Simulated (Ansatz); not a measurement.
Gas-phase electronic energies from Ansatz, PBE0-D4/def2-TZVP geometries. CCSD(T)/CBS adds triple-zeta CCSD(T) − MP2 to the extrapolated MP2 energy (def2 sets, frozen cores). This one scheme is used for every species. Functionals use def2-TZVPP. One conformer a species, not always the lowest.

Consider the ligand exchange at a B–N bond: `B[NH][AlH2]` + `CNBN` → `BNBNC` + `[NH2][AlH2]`.

`B[NH][AlH2]`:

```xyz
8

B    -0.224    0.766   -1.157
N    -0.606    0.076    0.004
Al    0.537   -0.775    1.108
H    -1.041    1.310   -1.846
H     0.941    0.800   -1.447
H    -1.597    0.073    0.209
H     2.074   -0.747    0.758
H    -0.084   -1.502    2.370
```

`CNBN`:

Z-matrix (Å, degrees):
```
C
N 1 1.440
H 1 1.096 2 112.2
H 1 1.096 2 112.2 3 121.6
H 1 1.091 2 109.0 3 -119.2
B 2 1.407 1 125.7 3 119.2
H 2 1.008 1 114.2 3 -60.8
N 6 1.411 2 123.0 1 -180.0
H 6 1.201 2 118.5 1 0.0
H 8 1.005 6 124.6 2 -0.0
H 8 1.002 6 121.8 2 -180.0
```

`BNBNC`:

Z-matrix (Å, degrees):
```
C
N 1 1.445
H 1 1.090 2 110.3
H 1 1.095 2 112.5 3 120.2
H 1 1.092 2 110.1 3 -119.1
B 2 1.394 1 130.3 3 -27.4
H 2 1.006 1 113.8 3 151.1
N 6 1.452 2 125.3 1 -4.8
H 6 1.200 2 116.9 1 173.9
B 8 1.402 6 132.0 2 -27.6
H 8 1.010 6 112.6 2 162.1
H 10 1.195 8 120.6 6 4.0
H 10 1.199 8 118.9 6 -174.6
```

`[NH2][AlH2]`:

Z-matrix (Å, degrees):
```
N
Al 1 1.766
H 1 1.007 2 124.9
H 1 1.007 2 124.9 3 180.0
H 2 1.583 1 117.9 3 -180.0
H 2 1.583 1 117.9 3 0.0
```

```
       level  ΔE (kcal/mol)
       BHLYP            2.7
HF/CBS(def2)            3.5
```

(1) What does CCSD(T)/CBS give? (An estimate is asked.)

Largest T1 diagnostic among the species: 0.013.

Results:

(1) The calculation gave: +1.2 kcal/mol. The listed levels differ from it by 1.5, 2.3 kcal/mol.

The D4 term adds −0.9 kcal/mol with B3LYP and −0.5 kcal/mol with PBE0; it sums over pairs of atoms, weighted by their polarisabilities, and B3LYP, whose exchange is more repulsive, gets the larger term. Leaving LDA and LC-ωPBE aside and taking each functional with its dispersion term where it has one, the values, not all of them listed here, spread over 1.5 kcal/mol, from BLYP-D4 to PBE-QIDH. LDA lies −0.9 kcal/mol from PBE without D4. In def2-TZVPP, CCSD(T) changes the Hartree–Fock value by −2.1 kcal/mol (the triples alone add −0.3 kcal/mol) and MP2 by −1.8 kcal/mol.

B3LYP here is the variant with VWN-RPA as its local correlation; programs differ in this.
